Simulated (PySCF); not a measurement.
A species of formula C2H6BP has this rotational fingerprint, computed with PBE0-D3(BJ)/def2-SVP geometry optimisation, gas phase (PySCF 2.14.0):

```
Rotational constants : A = 15971, B = 4131, C = 4038 MHz
Dipole components    : |μa| = 4.80 D, |μb| = 0.00 D, |μc| = 1.25 D
Inertial defect      : -28.81 u·Å²
κ                    : -0.98
```

Task: Which candidate fits, each taken in the one conformer that was computed?
A. `[PH3+][BH2-]C#C`
B. `[CH2:1]=[CH:2][BH:3][PH2:4]` with C1–C2–B3–P4 16°, C2–B3–P4–H 45° and 147°
C. `[BH3-][PH+]1C=C1`

Result: C. It is [BH3-][PH+]1C=C1, a near-prolate asymmetric top, point group Cs. The candidates at the same level (rigid rotor, commonest isotopes):

```tsv
SMILES	A (MHz)	B (MHz)	C (MHz)	μa (D)	μb (D)	μc (D)	Δ (u·Å²)	point group	rotor
[BH3-][PH+]1C=C1	15971	4131	4038	4.80	0.00	1.25	-28.81	Cs	near-prolate asymmetric top
C=CBP	14444	3148	2637	0.85	0.36	0.78	-3.90	–	near-prolate asymmetric top
C#C[BH2-][PH3+]	15292	2953	2588	3.70	2.81	0.00	-8.94	Cs	near-prolate asymmetric top
```

`C=CBP` has C 35 % too low; `C#C[BH2-][PH3+]` has C 36 % too low. In the right answer the mirror of this Cs structure is the ac plane, so μb vanishes by symmetry (the 0.02 D computed is a residue). No structure here is proved a minimum.
